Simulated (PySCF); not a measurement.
## Bond curve of KBr

Set-up: PySCF, spin-free X2C with a Gaussian nucleus, basis sets K x2c-SVPall, Br x2c-SVPall. Energies in eV from K + Br in their ground configurations at the same level. State: ¹Σ⁺ (singlet), closed shell.

All columns are PBE0. A positive dipole means K(−)Br(+).

```
R (Å)  E (eV)   μ (D)  Mulliken charge on K (basis-dependent)  HOMO (eV)  LUMO (eV)  Mayer bond order  ⟨S²⟩
2.438  -3.151   -8.51                                    0.63      -5.89      -1.19              0.70  0.00
2.551  -3.495   -9.00                                    0.64      -5.79      -1.26              0.67  0.00
2.665  -3.676   -9.49                                    0.65      -5.63      -1.33              0.65  0.00
2.750  -3.736   -9.85                                    0.66      -5.52      -1.39              0.65  0.00
2.835  -3.750  -10.22                                    0.66      -5.41      -1.44              0.65  0.00
2.920  -3.731  -10.59                                    0.65      -5.31      -1.50              0.65  0.00
3.034  -3.667  -11.08                                    0.65      -5.18      -1.57              0.65  0.00
3.175  -3.549  -11.70                                    0.65      -5.02      -1.66              0.65  0.00
3.345  -3.374  -12.45                                    0.66      -4.84      -1.76              0.63  0.00
3.572  -3.116  -13.47                                    0.67      -4.61      -1.90              0.61  0.00
```

A fit through these points gives, at Re = 2.824 Å, μ = -10.17 D and dμ/dR = -4.32 D/Å; the reduced mass is 26.08 u.

Problem. How strong is the fundamental in the double-harmonic approximation, I = 42.26·(dμ/dR)²/μred km/mol?

Solution. I = 42.26·(-4.32)²/26.08 = 30.2 km/mol at PBE0.
